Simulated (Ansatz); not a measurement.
`[NH2][AlH][NH2]` + `[GaH3]` → `[NH2][AlH][GaH2]` + NH₃ at 700 K and 1 bar (formal exchange of groups at the Al–N bond).

Gas-phase electronic energies from Ansatz, PBE0-D4/def2-TZVP geometries. CCSD(T)/CBS adds triple-zeta CCSD(T) − MP2 to the extrapolated MP2 energy (def2 sets, frozen cores). This one scheme is used for every species. For Ga outer-core shells are correlated without core-valence functions, which leaves a few kJ/mol of doubt a bond. Scalar relativity is left out up to krypton. Each species was taken in one conformer, which may not be the lowest.

| species | CCSD(T)/CBS energy (Eh) | H − E (kJ/mol) | S (J/(mol·K)) |
| --- | --- | --- | --- |
| `[NH2][AlH][NH2]` | -354.50518 | 214.1 | 384.6 |
| `[GaH3]` | -1925.70545 | 80.8 | 262.3 |
| `[NH2][AlH][GaH2]` | -2223.67811 | 188.9 | 441.5 |
| NH₃ | -56.50880 | 116.9 | 226.5 |

H − E and S are ideal-gas, rigid-rotor, harmonic terms from PBE0-D4/def2-TZVP, for one conformer and one mirror image of each species. 1 Eh = 2625.50 kJ/mol, R = 8.31446 J/(mol·K).

Question: By hand: ΔE, ΔH, ΔS and ΔG.

Answer: ΔE = (-2223.67811) + (-56.50880) − (-354.50518) − (-1925.70545) = 0.02372 Eh = 62.3 kJ/mol. Δ(H − E) = 188.9 + 116.9 − 214.1 − 80.8 = 10.9, so ΔH = 73.2 kJ/mol. ΔS = 441.5 + 226.5 − 384.6 − 262.3 = 21.1 J/(mol·K). ΔG = 73.2 − 700 × (21.1)/1000 = 58.4 kJ/mol.

Question: By hand: the equilibrium constant, and the temperature at which ΔG would vanish if ΔH and ΔS stayed fixed.

Answer: log₁₀ K = −ΔG/(RT ln 10) = -4.4. ΔG = 0 at ΔH/ΔS = 3469 K, far beyond where these terms or the molecules hold.

ΔH outweighs TΔS. A doubt of 5 kJ/mol in ΔE shifts log₁₀ K by 0.4 here. Other conformers and mirror images would add mixing entropy, several J/(mol·K) or more a flexible species. Modes under 60 cm⁻¹, often nearly free rotors, make the harmonic entropy too high. These are equilibria of isolated gas molecules and say nothing of rates. Largest T1 diagnostic: 0.013 (customary marks: 0.02 for closed shells, 0.045 for open ones).
